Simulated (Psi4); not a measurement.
copper atom (Cu), doublet.

Input for Psi4:
```
memory 2 GB

molecule mol {
0 2
  Cu    0.000000    0.000000    0.000000
}

set basis aug-cc-pvdz
set reference uks

energy('svwn')
print_variables()
```

Q: What does this run give for the number of basis functions, dipole moment, total energy?

A: 
- number of basis functions: 59
- dipole moment: 0.00 D
- total energy: -1638.369621 Ha

These values belong to the state on which the SCF converged, which isn't shown to be the lowest.
